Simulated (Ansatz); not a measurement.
A CCSD(T) single point on CH8AsNSi (`CN([SiH3])[AsH2]`).

```yaml
crystal:
  periodic: [false, false, false]
  atoms:
    - {symbol: C, position_ang: [-0.820180, 1.261480, -0.552579]}
    - {symbol: N, position_ang: [-0.374977, -0.004249, 0.010496]}
    - {symbol: Si, position_ang: [1.023079, -0.054236, 1.018182]}
    - {symbol: As, position_ang: [-0.923163, -1.502261, -0.934215]}
    - {symbol: H, position_ang: [-1.876205, 1.206926, -0.833342]}
    - {symbol: H, position_ang: [-0.718785, 2.053794, 0.194597]}
    - {symbol: H, position_ang: [-0.253392, 1.568834, -1.441667]}
    - {symbol: H, position_ang: [0.974353, -1.291676, 1.837516]}
    - {symbol: H, position_ang: [1.010625, 1.153618, 1.889003]}
    - {symbol: H, position_ang: [2.308974, -0.059193, 0.257459]}
    - {symbol: H, position_ang: [0.404997, -1.890651, -1.605880]}
    - {symbol: H, position_ang: [-0.678225, -2.497486, 0.194529]}
basis:
  gaussian: {orbitals: def2-TZVPP}
correlation: {method: ccsd_t}
```

```sh
$ ansatz run in.yaml --threads 4 --pin off --events-out ev --progress --plain --max-ram 10444MiB
```

Log, shortened:

```
Functional definition: HF
1550 factors; integrals over basis functions are off by at most 9.3e-4 eV
mean field evaluation 1: about -71294.4686 eV, gradient 3.4e1 eV
mean field evaluation 2: about -71294.7435 eV, gradient 3.4e1 eV
mean field evaluation 4: about -71297.9420 eV, gradient 4.9e0 eV
mean field evaluation 8: about -71298.0221 eV, gradient 2.4e-1 eV
mean field evaluation 16: about -71298.0224 eV, gradient 2.0e-6 eV
mean field -71298.02240911 eV, -2620.1539959993 hartree, gradient 2.0e-6 eV, S^2 0.000000; 0 other end points of the search recorded, 0 dependent functions left out
16 core orbitals not correlated: weight in the atoms' cores, before any rotation towards them, 1.000 or more for the frozen orbitals, at most 0.000 for the correlated occupied ones
reference -71298.02240911 eV, -2620.1539959993 hartree; 18, 18 occupied and 230, 230 virtual orbitals, 1550 factors
second order -21.58975642 eV of doubles, -0.00000000 eV of singles
cycle   1  -22.07927994 eV  change   -4.9e-1 eV  update   1.1e-1
cycle   2  -22.76031588 eV  change   -6.8e-1 eV  update   3.2e-2
cycle   3  -22.85611406 eV  change   -9.6e-2 eV  update   1.5e-2
cycle   4  -22.84526145 eV  change    1.1e-2 eV  update   3.6e-3
cycle   5  -22.84533449 eV  change   -7.3e-5 eV  update   1.6e-3
cycle   6  -22.84523040 eV  change    1.0e-4 eV  update   4.6e-4
cycle   7  -22.84500072 eV  change    2.3e-4 eV  update   1.7e-4
cycle   8  -22.84505536 eV  change   -5.5e-5 eV  update   7.2e-5
cycle   9  -22.84506711 eV  change   -1.2e-5 eV  update   2.8e-5
perturbative correction -0.86899706 eV, -0.0319350530 hartree
Total energy: -71321.73647328 eV, -2621.0254717836 hartree
```

Hardware: 4 threads of an Arm Neoverse V2 on a shared host. Wall time 4.2 min, peak host memory 6.4 GiB.

MP2 recovers 91.0 % of the CCSD(T) correlation energy and the triples give 3.7 %; T1 = 0.0112.
